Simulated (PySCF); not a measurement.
TaF3, SMILES [Ta]([F])([F])[F] (connectivity only; charge and spin as stated), neutral, multiplicity 3. Atoms are numbered in the order given.

```xyz
4

Ta     0.0000     0.0000    -0.0553
F      0.0000    -1.7637    -0.7025
F      0.0000     1.7637    -0.7025
F      0.0000     0.0000     1.8534
```
Charge 0, spin multiplicity 3.

Geometry: B3LYP-D3(BJ)/def2-TZVP. The multiplicity is an assumed one; other spin states were not compared. The def2 effective core potentials stand for the cores of Ta; spin–orbit coupling is left out.

All values below come from PBE/def2-TZVPD (PySCF).

Gas-phase values at a fixed geometry.

Computed frontier levels, dipole moment and polarisability:
| Property | Result |
|---|---|
| α spin, highest occupied and lowest empty level | -4.22 and -3.46 eV |
| β spin, highest occupied and lowest empty level | -9.90 and -3.68 eV |
| dipole moment | 1.02 D |
| quadrupole, principal values (traceless, Buckingham form, about the centre of nuclear charge) | -3.98, -1.78, 5.76 D·Å |
| mean static polarisability | 47.9 bohr³ (7.09 Å³) |
| polarisability, principal values | 44.3, 46.6, 52.7 bohr³ |
| ⟨S²⟩ | 2.004 (pure state 2.00) |
